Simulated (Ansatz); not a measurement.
Two structures of CH₇Ge, doublet, reached by relaxing down either side of one saddle point (PBE0-D4/def2-TZVP). Energies are electronic, without zero-point energy. Computed with Ansatz 0.2.0 (basis: def2-TZVPP and def2-QZVPP); correlated methods freeze the cores; orbitals are unrestricted. Filled d shells of the heavier atoms are correlated. The def2 sets are not built for correlating such inner shells, so the correlated values are less sure here. Extrapolation: Hartree–Fock as exp(−7.88 √X), correlation as X^−2.97. First:

```csv
atom,x (Å),y (Å),z (Å)
H1,0.0295,-1.6406,0.5639
C2,-0.8056,-1.1637,1.0768
Ge3,1.1244,1.1238,-1.3706
H4,-0.4367,-0.3323,1.6768
H5,-1.5202,-0.7934,0.3421
H6,-1.2951,-1.8898,1.7250
H7,-0.3694,1.1195,-1.7407
H8,1.3365,1.5895,0.0808
H9,1.9366,1.9868,-2.3541
```

Second:

```xyz
9
angstrom
H 0.1553 0.3001 -0.2538
C -1.1471 -1.6186 1.4308
Ge 0.9162 1.2932 -1.1433
H -0.7500 -1.1229 2.3044
H -2.1053 -1.3215 1.0303
H -0.5859 -2.4116 0.9588
H -0.0829 2.1693 -1.9119
H 1.8090 2.1874 -0.2717
H 1.7907 0.5244 -2.1436
```

(1) Which bonds change from the first to the second?

(2) Give the saddle point's structure and its height above each. (An estimate is asked for; the value comes from the calculation.)

T1 diagnostic: at most 0.014. ⟨S²⟩ of the unrestricted Hartree–Fock references: 0.75 to 0.77 (a pure state has 0.75).

Answers

(1) GeH₃ + CH₄ → GeH₄ + CH₃; bonds formed: H1–Ge3; bonds broken: H1–C2.

(2) By the calculation: 1.207 eV above the first and 0.254 eV above the second (CCSD(T) at an estimated basis limit (MP2 extrapolated from triple and quadruple zeta, plus CCSD(T) − MP2 in triple zeta)).
H1  (-0.033, -0.048, 0.040)
C2  (-0.849, -1.185, 1.049)
Ge3  (0.731, 1.019, -0.903)
H4  (-0.529, -0.811, 2.013)
H5  (-1.866, -0.977, 0.741)
H6  (-0.388, -2.093, 0.683)
H7  (-0.297, 1.878, -1.660)
H8  (1.616, 1.937, -0.042)
H9  (1.615, 0.279, -1.921)
(Å)

Radical steps of this kind take place in plasma deposition and etching.

For scale, one of the runs: CCSD(T)/def2-TZVPP, 177 basis functions, launched by `ansatz run in.yaml --threads 4 --pin off --events-out ev --progress --plain --max-ram 9574MiB`. The run took 110 s on 4 CPU threads of an Arm Neoverse V1 (shared host), with 4.2 GiB of host memory at its peak.
